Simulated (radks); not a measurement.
The holmium ion Ho+, configuration [Xe] 4f11 6s1. Calculated with a radial shooting solver on a logarithmic mesh with Libxc functionals: scalar-relativistic Kohn-Sham, PBE, spin-unpolarised, spherical densities, point nucleus.

X-ray form factor f0, the Fourier transform of the density (f0(0) = 66):

| sin(theta)/lambda (1/angstrom) | f0 (electrons) |
|---|---|
| 0.05 | 65.059 |
| 0.1 | 62.657 |
| 0.15 | 59.514 |
| 0.2 | 56.076 |
| 0.25 | 52.570 |
| 0.3 | 49.159 |
| 0.4 | 43.008 |
| 0.5 | 37.896 |
| 0.6 | 33.639 |
| 0.8 | 26.937 |
| 1 | 22.150 |
| 1.25 | 18.287 |
| 1.5 | 15.856 |
| 2 | 12.335 |
